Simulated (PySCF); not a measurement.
Broadened absorption spectrum of C4H5NO3Si

Compound: C4H5NO3Si.
SMILES with atom numbers: `[N:1]#[C:2][C@:3]([SiH3:4])([CH:5]=[O:6])[O:7][CH:8]=[O:9]` (hydrogens: H10, H11, H12 on Si4; H13 on C5; H14 on C8)

Method: PySCF, TDDFT PBE0/def2-SVPD, vertical, gas phase, core orbitals frozen in the response. One conformer (not necessarily the lowest) at the GFN2-xTB geometry, without solvent, vibrations or thermal averaging. Torsions of this conformer, `[N:1]#[C:2][C@:3]([SiH3:4])([CH:5]=[O:6])[O:7][CH:8]=[O:9]`: C2–C3–C5–O6 -144°, C2–C3–O7–C8 -147°, C3–O7–C8–O9 10°.

Computed states:

```csv
state,E (eV),f
S1,4.43,0.0018
S2,5.75,0.0035
S3,6.02,0.013
S4,6.12,0.0076
S5,6.27,0.0051
S6,6.53,0.062
S7,7.01,0.0067
S8,7.06,0.0081
```

Each state is given a Gaussian of 0.3 eV full width at half maximum, with ε(max) = 2.175×10⁸ f / Δν̃ (Δν̃ the width in cm⁻¹). The width is an assumption, not a result. The curve ends short of the highest state used, and states not computed would add to its high-energy end.

Question: What does the envelope look like, and where are its maxima?

Answer: 
```
E (eV)  ε (L mol⁻¹ cm⁻¹)
  3.98                 0
  4.02                 1
  4.07                 3
  4.11                 8
  4.16                19
  4.20                34
  4.25                64
  4.29                94
  4.34               132
  4.38               155
  4.43               165
  4.47               156
  4.52               126
  4.56                95
  4.61                58
  4.65                35
  4.70                16
  4.74                 8
  4.79                 3
  4.84                 1
  4.88                 0
  4.93                 0
  4.97                 0
  5.02                 0
  5.06                 0
  5.11                 0
  5.15                 0
  5.20                 0
  5.24                 0
  5.29                 0
  5.33                 1
  5.38                 5
  5.42                11
  5.47                28
  5.51                53
  5.56               104
  5.60               162
  5.65               249
  5.69               326
  5.74               430
  5.78               532
  5.83               709
  5.88               966
  5.92              1221
  5.97              1547
  6.01              1756
  6.06              1885
  6.10              1868
  6.15              1738
  6.19              1617
  6.24              1567
  6.28              1710
  6.33              2228
  6.37              2933
  6.42              4048
  6.46              4907
```

Maxima: 280 nm (4.43 eV), ε about 170, made up of S1 (100%); 204 nm (6.07 eV), ε about 1900, made up of S3 (58%) and S4 (33%) (ε in L mol⁻¹ cm⁻¹; maxima over ε = 5, shares over 10%). At its high-energy end, 6.46 eV, the curve is still rising (ε about 4900, from S6).

Question: On this curve, what absorbance would a 10⁻⁴ mol/L sample give at 280 nm over a 1 cm path?

Answer: 280 nm is 4.428 eV, where ε is about 170 L mol⁻¹ cm⁻¹, so A = ε c l ≈ 0.017 (Beer–Lambert, with the gas-phase spectrum and the assumed width).

Question: Coming from long wavelengths, where does ε first pass 100 L mol⁻¹ cm⁻¹?

Answer: At about 288 nm (4.30 eV), 0.13 eV below S1.

Question: What would ε be at 6.07 eV, the highest of these maxima, with half the width (0.15 eV)?

Answer: About 2690 L mol⁻¹ cm⁻¹ against 1890, a factor of about 1.4; a lone state at its own centre would give exactly 2.
